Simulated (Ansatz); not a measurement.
One geometry of Hf3Si2, several levels of theory.

```yaml
crystal:
  periodic: [false, false, false]
  atoms:
    - {symbol: Hf, position_ang: [-0.095917, -0.841363, 1.430395]}
    - {symbol: Hf, position_ang: [-0.666024, -0.291806, -1.494596]}
    - {symbol: Hf, position_ang: [0.899420, 1.337919, 0.075441]}
    - {symbol: Si, position_ang: [-1.680910, 0.952461, 0.506744]}
    - {symbol: Si, position_ang: [1.543431, -1.157221, -0.517983]}
basis:
  gaussian: {orbitals: def2-TZVP, initial_orbitals: start.molden}
hamiltonian: {xc: pbe}
correlation: {method: rpa}
scf: {omitted_lower_state_checks: [starts]}
```

The file start.molden holds the orbitals of an earlier run on this structure, at another level or in another basis.

```sh
$ ansatz run in.yaml --threads 4 --pin off --events-out ev --progress --plain --max-ram 4787MiB
```

Shortened log:

```
Functional definition: PBE
1514 factors; integrals over basis functions are off by at most 7.1e-4 eV
mean field evaluation 1: about -19666.6166 eV, gradient 1.0e1 eV
mean field evaluation 2: about -19666.7745 eV, gradient 2.8e-1 eV
mean field evaluation 4: about -19666.7424 eV, gradient 1.1e-2 eV
mean field evaluation 8: about -19666.7424 eV, gradient 1.5e-6 eV
mean field -19666.74235703 eV, -722.7394510239 hartree, gradient 2.7e-6 eV, S^2 0.000000; 0 other end points of the search recorded, 0 dependent functions left out; unrestricted orbitals would lower it
mean field evaluation 16: about -19592.8728 eV, gradient 1.6e0 eV
mean field evaluation 32: about -19593.9788 eV, gradient 1.2e-1 eV
10 core orbitals not correlated: weight in the atoms' cores, before any rotation towards them, 1.000 or more for the frozen orbitals, at most 0.000 for the correlated occupied ones
reference -19590.76917909 eV, -719.9474882311 hartree; 22, 22 occupied and 162, 162 virtual orbitals, 1514 factors
Total energy: -19637.33558721 eV, -721.6587721657 hartree
Checks for a lower state left out: starts
```

Run time 20 s (4 threads of Arm Neoverse V2 on a shared host), peak host memory 0.8 GiB.

The first input with `gaussian: {orbitals: def2-TZVPD, initial_orbitals: start.molden}`, `hamiltonian: {xc: r2scan, dispersion: d4}`, `output: {orbitals: {seedname: orbitals}}` and without the key `correlation` (abridged; 8.5 s):

```
Functional definition: r2SCAN
mean field -19672.22173074 eV, -722.9408142938 hartree, gradient 9.9e-6 eV, S^2 0.000000
Total energy: -19672.26782789 eV, -722.9425083331 hartree
Checks for a lower state left out: starts
```

First input, but with `hamiltonian: {xc: {name: BHLYP}, dispersion: d4}`, `output: {orbitals: {seedname: orbitals}}` and without the key `correlation` (abridged; 7.5 s):

```
Functional definition: BHLYP
mean field -19661.19882052 eV, -722.5357298148 hartree, gradient 1.4e-5 eV, S^2 0.000000
Total energy: -19661.84724658 eV, -722.5595590330 hartree
Checks for a lower state left out: starts
```

First input, but with `gaussian: {orbitals: def2-SVP, initial_orbitals: start.molden}`, `hamiltonian: {xc: pbe0, dispersion: d4}`, `output: {orbitals: {seedname: orbitals}}` and without the key `correlation` (abridged; 3.1 s):

```
Functional definition: PBE0
mean field -19657.99678918 eV, -722.4180573337 hartree, gradient 2.1e-5 eV, S^2 0.000000
Total energy: -19658.23496243 eV, -722.4268100389 hartree
Checks for a lower state left out: starts
```

The first input with `hamiltonian: {xc: {name: CAM-B3LYP}, dispersion: d4}`, `output: {orbitals: {seedname: orbitals}}` and without the key `correlation` (abridged; 7.5 s):

```
Functional definition: CAM-B3LYP
mean field -19666.03805449 eV, -722.7135683832 hartree, gradient 1.5e-5 eV, S^2 0.000000
Total energy: -19666.29967443 eV, -722.7231827388 hartree
Checks for a lower state left out: starts
```

Geometry: PBE-D4/def2-SVP.

In the def2 sets Hf takes a core potential; there is no spin–orbit coupling. Correlated methods freeze 10 core orbitals; core or outer-core shells of Hf are correlated, in sets that lack core-valence functions. At RPA@PBE/def2-TZVP the restricted singlet (for correlated methods, its reference) is unstable: a solution with broken spin symmetry lies lower. The restricted singlet is unstable towards broken spin symmetry at other levels; at r2SCAN-D4/def2-TZVPD, BHLYP-D4/def2-TZVP, PBE0-D4/def2-SVP, CAM-B3LYP-D4/def2-TZVP this wasn't settled. The geometry of the singlet was relaxed on an unsound state (restricted singlet, unstable towards broken spin symmetry at other levels and untested here). At PBE0-D4/def2-TZVP a triplet of charge 0 lies 0.38 eV below the restricted singlet, each at its own geometry. The structure comes from a short search, and lower isomers may exist.
